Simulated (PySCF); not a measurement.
# Electronic structure of Zr²⁺ (zirconium, charge +2) at the M06-2X level

Configuration: [Kr] 4d2, high-spin 3F determinant. Computed with PySCF 2.14 in def2-TZVP with the def2 core potential (28 electrons), with a scalar-relativistic core potential.

```json
{
  "Total energy": "-46.0790 hartree",
  "One-electron energy": "-71.5989 hartree",
  "Hartree (Coulomb) energy": "30.8948 hartree",
  "Exchange-correlation energy": "-5.3748 hartree",
  "⟨S²⟩": "2.0006",
  "⟨L²⟩": "12.008",
  "Sum of ⟨r⟩": "14.85 bohr",
  "Sum of ⟨r²⟩": "25.85 bohr²",
  "Traceless quadrupole moment −½Σ⟨3z² − r²⟩ along its main axis": "0.00175 e·bohr²",
  "Time after the integrals": "0.34 s of wall time on 1 thread of AMD EPYC 9R45 96-Core Processor (shared host)"
}
```

```csv
shell,electrons,mean orbital energy (eV),spread (eV),"rms radius, mean of both spins (bohr)"
4s α,1,-76.612,0,1.30
4s β,1,-74.976,0,1.30
4p α,3,-52.202,0.001,1.47
4p β,3,-50.483,0,1.47
4d α,2,-20.614,0.001,2.18
```

Energies and moments cover only the electrons outside the core potential.
